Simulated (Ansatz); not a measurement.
Computed with Ansatz on PBE0-D4/def2-TZVP structures; ΔE is electronic, products minus reactants. CCSD(T)/CBS adds triple-zeta CCSD(T) − MP2 to the extrapolated MP2 energy (def2 sets, frozen cores). DFT in def2-TZVPP. B3LYP here is the variant with VWN-RPA as its local correlation; programs differ in this. Each species was taken in one conformer, which may not be the lowest.

Reaction (cleavage of the Si–B bond): `C[SiH2]B(N)Cl` + `C[NH][AlH2]` → `C[SiH2][N](C)[AlH2]` + `NBCl`

Q: Is it downhill or uphill in electronic energy at CCSD(T)/CBS, and by how much? (Estimate.)

A: Computed: Downhill: ΔE = -72.0 kJ/mol.

Q: What do these levels give: B3LYP-D4, ωB97X-V, B2PLYP, r2SCAN, B3LYP, HF/def2-TZVPP, MP2/def2-TZVPP, SCS-MP2/def2-TZVPP, CCSD/def2-TZVPP, CCSD(T)/def2-TZVPP, HF/def2-QZVPP, HF/CBS(def2)? (An estimate is asked.)

A: The calculation gave: B3LYP-D4 -69.3, ωB97X-V -68.6, B2PLYP -71.1, r2SCAN -65.9, B3LYP -64.4, HF/def2-TZVPP -78.8, MP2/def2-TZVPP -79.5, SCS-MP2/def2-TZVPP -78.8, CCSD/def2-TZVPP -73.1, CCSD(T)/def2-TZVPP -72.5, HF/def2-QZVPP -80.3, HF/CBS(def2) -80.5 kJ/mol.

Largest T1 diagnostic among the species: 0.012.

From PBE to PBE0 (25 % exact exchange), in def2-TZVPP and without D4, ΔE moves by −6.5 kJ/mol. The D4 term adds −4.9 kJ/mol with B3LYP and −2.7 kJ/mol with PBE0; it sums over pairs of atoms, weighted by their polarisabilities, and B3LYP, whose exchange is more repulsive, gets the larger term.
